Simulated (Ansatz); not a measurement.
Spectroscopic constants of LiAl, closed-shell singlet (the spin of the measured ground state).

D_e counts from the fitted minimum to each atom's lowest state at the same level, without counterpoise. The singlet is restricted.

Correlated levels freeze the inner cores; with def2 sets outer-core shells near the valence are correlated too.

Programs: Ansatz (Gaussian orbitals). Values without a source in brackets are computed.

PBE/def2-TZVPP gives 21.80 kcal/mol for the bond energy D_e.

### Question
Where do these levels fall relative to PBE: r2SCAN/def2-TZVPP, PBE0/def2-TZVPP, wB97M-V/def2-TZVPP, B2PLYP/def2-TZVPP, CCSD(T)/def2-QZVPP.

### Answer
r2SCAN/def2-TZVPP -3.59; PBE0/def2-TZVPP -1.97; wB97M-V/def2-TZVPP 2.49; B2PLYP/def2-TZVPP -1.57; CCSD(T)/def2-QZVPP 2.05 kcal/mol. 2 of 5 lie above PBE; the widest gap is to r2SCAN/def2-TZVPP.

Doubts at one or more of the structures used: a restricted determinant that unrestricted orbitals would lower (B2PLYP/def2-TZVPP, CCSD(T)/def2-QZVPP).

Ansatz is a program for electronic structure.
